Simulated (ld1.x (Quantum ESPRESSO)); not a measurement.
## antimony (Sb), PAW: configuration errors across variants

antimony, PAW, made with ld1.x (Quantum ESPRESSO) 7.5 (LDA (PZ), scalar-relativistic). Core [Kr], reference 4d10 5s2 5p3. Waves: 5s (bound): rcut 1.40, rcutus 1.90 bohr; 5s channel at 2.85 Ry: rcut 1.40, rcutus 1.90 bohr; 5p (bound): rcut 1.80, rcutus 2.35 bohr; 5p channel at 1.6 Ry: rcut 1.80, rcutus 2.35 bohr; 4d (bound): rcut 0.85, rcutus 1.00 bohr; 4d channel at 2.3 Ry: rcut 0.85, rcutus 1.00 bohr. Local part: all-electron potential smoothed inside 1.00 bohr (lloc = -2). Core correction: a·sin(br)/r model core inside 0.65 bohr. Augmentation charge: PSQ, inside the norm-conserving radii.

All-electron excitation energies from the reference (eV): (1) 4d10 5s2 5p2 8.521; (2) 4d10 5s2 5p1 24.774; (3) 4d10 5s2 5p0 49.559; (4) 4d10 5s2 5p3.3 -1.207.

Tests that are not counted but printed errors over 1 eV. “core correction a·sin(br)/r model core inside 0.62 bohr”: 4d9 5s2 5p3 (solver errors, printed error -2201 eV).

3 further variants failed, have other tests or another functional or relativity, and are left out.

A true bound ghost makes a file unfit for plane-wave use even where its test errors are small: the radial tests pick states by their node count and pass the ghost by. Where a test does run into it, the solver fails or the error is huge.

Errors AE − PS in meV (a dash: test not solved or not reliable):

| change | (1) | (2) | (3) | (4) | bound ghosts |
| --- | --- | --- | --- | --- | --- |
| base | -2.4 | -7.1 | -16 | +0.3 | s, p |
| augmentation PSQ, radius 0.75 bohr | -2.4 | -7.1 | -16 | +0.2 | s, p |
| wave 5p channel at 1.6 Ry: rcut 1.80, rcutus 2.35 bohr becomes 5p channel at 0.77 Ry: rcut 1.80, rcutus 2.35 bohr | -2.2 | -6.9 | -16 | +0.3 | s, p |
| type ultrasoft; local potential all-electron potential smoothed inside 1.55 bohr (lloc = -1); augmentation built from norm-conserving waves at rcut, not smoothed further | -2.5 | -9.1 | -23 | +0.3 | s |
| waves 5p (bound): rcut 1.72, rcutus 1.82 bohr; 5p channel at 1.6 Ry: rcut 1.72, rcutus 1.82 bohr | -1.8 | -5.8 | -14 | +0.2 | s, p |
| core correction a·sin(br)/r model core inside 0.62 bohr | -2.4 | -7.1 | -16 | +0.3 | s, p |
| local potential all-electron potential smoothed inside 1.68 bohr (lloc = -2) | -2.1 | -6.7 | -16 | +0.3 | none |
| waves 5s (bound): rcut 1.40, rcutus 2.22 bohr; 5s channel at 2.85 Ry: rcut 1.40, rcutus 2.22 bohr | -2.4 | -7.2 | -16 | +0.2 | s, p |
| local potential all-electron potential smoothed inside 0.85 bohr (lloc = -1) | -2.2 | -6.8 | -16 | +0.3 | s, p |

Task: Give the same row for: all radii but the core radius scaled by about 1.07 (s 2.04, p 2.52, d 1.08 bohr, rcut 1.50/1.94/0.92); local potential all-electron potential smoothed inside 1.08 bohr (lloc = -2).

Result: -2.2, -6.6, -16, +0.4; bound ghosts: s.
